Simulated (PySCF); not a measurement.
Optical rotation: `C=C1[C@@H](F)[C@]1(F)C(=O)O`, C5H4F2O2

Molfile (atoms numbered from 1):
```
C5H4F2O2
     RDKit          3D

 13 13  0  0  0  0  0  0  0  0999 V2000
    1.9835    0.9701   -0.2165 C   0  0  0  0  0  0  0  0  0  0  0  0
    1.0336    0.0820   -0.0807 C   0  0  0  0  0  0  0  0  0  0  0  0
    0.5712   -1.3017   -0.1211 C   0  0  1  0  0  0  0  0  0  0  0  0
    1.0897   -2.2094    0.7404 F   0  0  0  0  0  0  0  0  0  0  0  0
   -0.3412   -0.1883    0.4154 C   0  0  1  0  0  0  0  0  0  0  0  0
   -0.5613   -0.0968    1.7561 F   0  0  0  0  0  0  0  0  0  0  0  0
   -1.5174    0.1788   -0.4305 C   0  0  0  0  0  0  0  0  0  0  0  0
   -1.5385    0.0215   -1.6237 O   0  0  0  0  0  0  0  0  0  0  0  0
   -2.5151    0.6949    0.2740 O   0  0  0  0  0  0  0  0  0  0  0  0
    1.8271    2.0048    0.0404 H   0  0  0  0  0  0  0  0  0  0  0  0
    2.9545    0.6936   -0.5940 H   0  0  0  0  0  0  0  0  0  0  0  0
    0.2738   -1.7690   -1.0554 H   0  0  0  0  0  0  0  0  0  0  0  0
   -3.2643    0.9199   -0.3011 H   0  0  0  0  0  0  0  0  0  0  0  0
  1  2  2  0
  2  3  1  0
  3  4  1  0
  3  5  1  0
  5  6  1  1
  5  7  1  0
  7  8  2  0
  7  9  1  0
  5  2  1  0
  1 10  1  0
  1 11  1  0
  3 12  1  6
  9 13  1  0
M  END
```

The calculation used TDDFT LC-wPBE/def2-SVPD circular dichroism and optical rotation, one conformer, gas phase (PySCF 2.14.0). Geometry: GFN2-xTB.

The molecule is flexible and this is one conformer; a measurement averages over conformers.

Stereocentres: C3 R, C5 R.

Q: Give the optical rotatory dispersion at 633, 589.3, 546, 436, 405, 365, 355 nm.

A: [α] in deg dm⁻¹ (g/mL)⁻¹:
```tsv
λ (nm)	origin-invariant length gauge	modified velocity gauge	length gauge (centre of mass)	isotropic polarisability (au)
633	+38.6	+38.6	+38.7	67.3
589.3	+45.2	+45.3	+45.4	67.6
546	+53.8	+53.8	+53.9	67.9
436	+90.9	+90.9	+91.2	69.3
405	+108.5	+108.5	+108.9	69.9
365	+139.4	+139.3	+140.1	71.0
355	+149.0	+148.9	+149.7	71.4
```

Q: And for the mirror image at 589.3 nm?

A: -45.2 deg dm⁻¹ (g/mL)⁻¹ (origin-invariant length gauge): the same size and the opposite sign.

Q: What is the molar rotation [Φ] = [α]·M/100 of the geometry above at 589.3 nm?

A: With M = 134.08 g/mol, +60.6 deg cm² dmol⁻¹ (origin-invariant length gauge).

The first excitation lies at 5.94 eV (209 nm) with R = -1.1 × 10⁻⁴⁰ esu² cm² (velocity form).
